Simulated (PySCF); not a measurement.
furan (C4H4O), SMILES c1ccoc1. Atoms are numbered in the order given.

```xyz
9

C      0.0000    -0.7165    -0.9622
C      0.0000     0.7165    -0.9622
C      0.0000     1.0932     0.3525
O      0.0000     0.0000     1.1562
C      0.0000    -1.0932     0.3525
H      0.0000    -1.3789    -1.8264
H      0.0000     1.3789    -1.8264
H      0.0000     2.0552     0.8599
H      0.0000    -2.0552     0.8599
```

Geometry: r2SCAN-D4/def2-SVP.

These are ωB97X/def2-TZVP run with PySCF values and carry that method's errors.

Atomic charges (e):

```tsv
atom	IAO	Löwdin
C1	-0.22	-0.19
C2	-0.22	-0.19
C3	0.01	-0.25
O4	-0.24	0.33
C5	0.01	-0.25
H6	0.16	0.14
H7	0.16	0.14
H8	0.17	0.13
H9	0.17	0.13
```

Computed Mayer and Wiberg (Löwdin basis) orders of the bonds:
```json
[
 {"bond": "C1–C2", "Mayer": "1.25", "Wiberg": "1.40"},
 {"bond": "C2–C3", "Mayer": "1.68", "Wiberg": "1.82"},
 {"bond": "C3–O4", "Mayer": "1.10", "Wiberg": "1.55"},
 {"bond": "C1–C5", "Mayer": "1.68", "Wiberg": "1.82"},
 {"bond": "O4–C5", "Mayer": "1.10", "Wiberg": "1.55"},
 {"bond": "C1–H6", "Mayer": "0.96", "Wiberg": "0.85"},
 {"bond": "C2–H7", "Mayer": "0.96", "Wiberg": "0.85"},
 {"bond": "C3–H8", "Mayer": "0.96", "Wiberg": "0.88"},
 {"bond": "C5–H9", "Mayer": "0.96", "Wiberg": "0.88"}
]
```
